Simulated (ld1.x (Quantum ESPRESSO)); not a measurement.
antimony: excitation energies, all-electron against TM

| Item | Value |
| --- | --- |
| Element | Sb (Z = 51) |
| Generator | ld1.x (Quantum ESPRESSO) 7.5 |
| Type | norm-conserving Troullier–Martins (Kleinman–Bylander form) |
| Functional | PBE |
| Relativity | scalar-relativistic |
| Frozen core | [Kr] 4d10 |
| Valence charge | 5 |
| Reference configuration | 5s2 5p3 |
| Partial waves | 5p (bound): rc 2.60 bohr; 5s (bound): rc 1.80 bohr |
| Local potential | the s channel |
| Core correction | Bessel-smoothed model core, default radius (core density twice the valence density) |

Energies are relative to the spin-unpolarised reference configuration 5s2 5p3; without spin polarisation the order of configurations can differ from experiment.

Problem. Give the all-electron excitation energy and the error of the potential for: 5s2 5p2; 5s2 5p1; 5s2 5p0; 5s2 5p3.3; 5s1 5p0; 5s1 5p4; 5s1 5p3.

Solution.

| valence configuration | charge | ΔE all-electron (eV) | error AE − PS (meV) |
| --- | --- | --- | --- |
| 5s2 5p2 | +1 | 8.317 | -5.6 |
| 5s2 5p1 | +2 | 24.285 | -39 |
| 5s2 5p0 | +3 | 48.698 | -149 |
| 5s2 5p3.3 | -0.3 | -1.159 | +0.2 |
| 5s1 5p0 | +4 | 92.991 | -501 |
| 5s1 5p4 | 0 | 8.112 | -11 |
| 5s1 5p3 | +1 | 17.049 | -24 |

Levels in the configuration 5s2 5p2:

| level | all-electron (eV) | pseudo (eV) |
| --- | --- | --- |
| 5s | -20.638 | -20.656 |
| 5p | -11.993 | -12.003 |
